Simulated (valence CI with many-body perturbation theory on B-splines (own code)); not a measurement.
**Energy levels of Lu66+**

Computed by configuration interaction combined with many-body perturbation theory (CI+MBPT): three valence electrons over a frozen Dirac-Fock core [He], radial functions for each j: 11 s, 11 p, 10 d, 8 f, 5 g, 2 h, with the one-electron correlation potential Σ1, the two-electron term Σ2, the three-electron term Σ3, Breit, model QED; selected CI, second order for the rest, scaled by the run's own slope (own B-spline code, finite nucleus).

No measured spectrum was set against this ion. As an estimate, large intervals hold to a few tenths of a per cent, small ones and those within an open d or f shell to about a per cent.

Levels 46 to 90 of 165, with energies above the lowest level, (2s^2 2p1/2) J=1/2. "Leading %" is the weight of the configuration and term that name the level; weights of strongly mixed levels are sums over their largest components and can fall short, so below about 35 % the name and the second component can differ from the true leading terms, or belong to a minority configuration. In the jj column 3d3/2^4 stands for four electrons in 3d with j = 3/2. Lifetimes count E1, E2, E3, M1 and M2 decay at the calculated energies, and are blank where another channel may lead or the interval is too uncertain; long ones can be off by a factor of two.

| No. | Configuration | Term | J | E (eV) | Leading % | Lifetime | Leading jj | g |
| --- | --- | --- | --- | --- | --- | --- | --- | --- |
| 46 | 2s.2p.3p | 4P | 3/2 | 11128 | 46 | 6.87 fs | 2s 2p3/2 3p1/2 (100 %) | 1.623 |
| 47 | 2s.2p.3s | 2P° | 1/2 | 11129 | 90 | 3.21 fs | 2s 2p3/2 3s (100 %) | 0.825 |
| 48 | 2s.2p.3p | 2D | 5/2 | 11130 | 44 | 2.68 fs | 2s 2p3/2 3p1/2 (100 %) | 1.306 |
| 49 | 2s.2p.3s | 2P° | 3/2 | 11135 | 82 | 6.55 fs | 2s 2p3/2 3s (99 %) | 1.376 |
| 50 | 2s.2p.3p | 2P | 1/2 | 11213 | 48 | 2.70 fs | 2s 2p3/2 3p1/2 (99 %) | 1.255 |
| 51 | 2s.2p.3p | 2D | 3/2 | 11214 | 61 | 4.03 fs | 2s 2p3/2 3p1/2 (99 %) | 0.967 |
| 52 | 2p2.3s | 4P | 3/2 | 11306 | 86 | 7.58 fs | 2p1/2 2p3/2 3s (99 %) | 1.647 |
| 53 | 2p2.3s | 2P | 1/2 | 11316 | 65 | 3.77 fs | 2p1/2 2p3/2 3s (98 %) | 1.292 |
| 54 | 2p2.3s | 2D | 5/2 | 11324 | 64 | 6.90 fs | 2p1/2 2p3/2 3s (98 %) | 1.308 |
| 55 | 2p2.3s | 2D | 3/2 | 11332 | 64 | 3.98 fs | 2p1/2 2p3/2 3s (99 %) | 0.960 |
| 56 | 2p2.3p | 4P° | 1/2 | 11369 | 49 | 1.44 fs | 2p1/2 2p3/2 3p1/2 (99 %) | 1.732 |
| 57 | 2p2.3p | 4D° | 3/2 | 11375 | 55 | 1.42 fs | 2p1/2 2p3/2 3p1/2 (99 %) | 1.126 |
| 58 | 2p2.3p | 2F° | 5/2 | 11388 | 49 | 1.42 fs | 2p1/2 2p3/2 3p1/2 (99 %) | 1.043 |
| 59 | 2p2.3p | 2P° | 3/2 | 11432 | 43 | 1.71 fs | 2p1/2 2p3/2 3p1/2 (99 %) | 1.305 |
| 60 | 2s.2p.3p | 4D | 7/2 | 11465 | 100 | 290 fs | 2s 2p3/2 3p3/2 (100 %) | 1.402 |
| 61 | 2s.2p.3p | 2P | 3/2 | 11476 | 54 | 3.09 fs | 2s 2p3/2 3p3/2 (99 %) | 1.478 |
| 62 | 2s.2p.3p | 4P | 5/2 | 11495 | 52 | 3.31 fs | 2s 2p3/2 3p3/2 (99 %) | 1.389 |
| 63 | 2s.2p.3p | 2S | 1/2 | 11500 | 48 | 1.77 fs | 2s 2p3/2 3p3/2 (98 %) | 1.366 |
| 64 | 2s.2p.3d | 4D° | 5/2 | 11534 | 45 | 729 as | 2s 2p3/2 3d3/2 (99 %) | 1.218 |
| 65 | 2s.2p.3d | 4D° | 3/2 | 11540 | 42 | 674 as | 2s 2p3/2 3d3/2 (99 %) | 1.317 |
| 66 | 2s.2p.3d | 4F° | 7/2 | 11542 | 46 | 772 as | 2s 2p3/2 3d3/2 (96 %) | 1.205 |
| 67 | 2s.2p.3d | 4P° | 1/2 | 11545 | 83 | 765 as | 2s 2p3/2 3d3/2 (99 %) | 2.171 |
| 68 | 2s.2p.3p | 2D | 5/2 | 11559 | 73 | 4.01 fs | 2s 2p3/2 3p3/2 (99 %) | 1.252 |
| 69 | 2s.2p.3p | 2P | 3/2 | 11577 | 58 | 4.36 fs | 2s 2p3/2 3p3/2 (99 %) | 1.220 |
| 70 | 2s.2p.3p | 2S | 1/2 | 11581 | 60 | 60.1 fs | 2s 2p3/2 3p3/2 (100 %) | 1.721 |
| 71 | 2s.2p.3d | 4F° | 9/2 | 11612 | 100 | 7.44 ps | 2s 2p3/2 3d5/2 (100 %) | 1.310 |
| 72 | 2s.2p.3d | 2D° | 3/2 | 11616 | 61 | 803 as | 2s 2p3/2 3d3/2 (79 %) | 0.942 |
| 73 | 2s.2p.3d | 2F° | 5/2 | 11625 | 65 | 820 as | 2s 2p3/2 3d3/2 (96 %) | 0.932 |
| 74 | 2s.2p.3d | 2P° | 1/2 | 11634 | 68 | 606 as | 2s 2p3/2 3d3/2 (95 %) | 0.602 |
| 75 | 2s.2p.3d | 2D° | 5/2 | 11637 | 36 | 770 as | 2s 2p3/2 3d5/2 (96 %) | 1.299 |
| 76 | 2s.2p.3d | 4D° | 7/2 | 11644 | 48 | 535 as | 2s 2p3/2 3d5/2 (96 %) | 1.262 |
| 77 | 2s.2p.3d | 2P° | 3/2 | 11657 | 45 | 711 as | 2s 2p3/2 3d5/2 (78 %) | 1.122 |
| 78 | 2s.2p.3d | 2P° | 1/2 | 11669 | 88 | 755 as | 2s 2p3/2 3d5/2 (93 %) | 0.763 |
| 79 | 2s.2p.3d | 2F° | 7/2 | 11709 | 67 | 2.09 fs | 2s 2p3/2 3d5/2 (93 %) | 1.177 |
| 80 | 2s.2p.3d | 2D° | 5/2 | 11724 | 40 | 746 as | 2s 2p3/2 3d5/2 (62 %) | 1.232 |
| 81 | 2s.2p.3d | 2P° | 3/2 | 11730 | 69 | 764 as | 2s 2p3/2 3d5/2 (94 %) | 1.267 |
| 82 | 2p2.3p | 4D° | 5/2 | 11732 | 30 | 1.03 fs | 2p1/2 2p3/2 3p3/2 (66 %) | 1.317 |
| 83 | 2p2.3p | 2P° | 1/2 | 11735 | 36 | 2.44 fs | 2p1/2 2p3/2 3p3/2 (98 %) | 1.561 |
| 84 | 2p2.3p | 2D° | 3/2 | 11742 | 49 | 2.23 fs | 2p1/2 2p3/2 3p3/2 (93 %) | 1.123 |
| 85 | 2p2.3p | 2F° | 7/2 | 11749 | 60 | 2.90 fs | 2p1/2 2p3/2 3p3/2 (92 %) | 1.212 |
| 86 | 2p2.3p | 4S° | 3/2 | 11764 | 32 | 2.49 fs | 2p1/2 2p3/2 3p3/2 (100 %) | 1.409 |
| 87 | 2p2.3p | 2D° | 5/2 | 11776 | 64 | 2.27 fs | 2p1/2 2p3/2 3p3/2 (96 %) | 1.169 |
| 88 | 2p2.3d | 4F | 3/2 | 11786 | 43 | 2.22 fs | 2p1/2 2p3/2 3d3/2 (100 %) | 0.920 |
| 89 | 2p2.3d | 4F | 5/2 | 11787 | 53 | 5.79 fs | 2p1/2 2p3/2 3d3/2 (99 %) | 0.955 |
| 90 | 2p2.3d | 4D | 1/2 | 11792 | 79 | 4.13 fs | 2p1/2 2p3/2 3d3/2 (100 %) | 0.244 |
